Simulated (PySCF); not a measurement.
Excitation energy of Sb by level of theory

Sb [Kr] 4d10 5s2 5p3 (4S) → Sb [Kr] 4d10 5s1 5p3 5d1 (6D), as a difference of total energies. All numbers are calculated (PySCF 2.14, scalar relativity through the core potential, in aug-cc-pwCVDZ-PP with ECP28MDF). Correlated levels: valence: 4s2 4p6 4d10 frozen; valence and next inner shell: nothing frozen outside the core potential. The calculations carry no spin-orbit coupling.

```
                                method  excitation energy (cm⁻¹)
                                   UHF                     93050
                                   LDA                    114510
                                   PBE                    111130
                                  PBE0                    108630
                                r2SCAN                    108120
                                  BLYP                    114980
                                 HSE06                    109150
                                 M06-L                    112270
                                PBEsol                    110950
                         MP2 (valence)                    101310
                     SCS-MP2 (valence)                    102950
    MP2 (valence and next inner shell)                    109440
SCS-MP2 (valence and next inner shell)                    109410
```

The upper state lies above the first ionisation limit, but in LS coupling its spin forbids autoionisation to the ground ion; at this Z spin-orbit coupling breaks that rule.

The promoted electron is Rydberg-like, and one or two diffuse shells describe it only roughly, which tends to raise the upper state.

In the upper state the promoted electron has a positive orbital energy at LDA, PBE, PBE0, r2SCAN, BLYP, HSE06, M06-L, PBEsol, so the basis confines it.
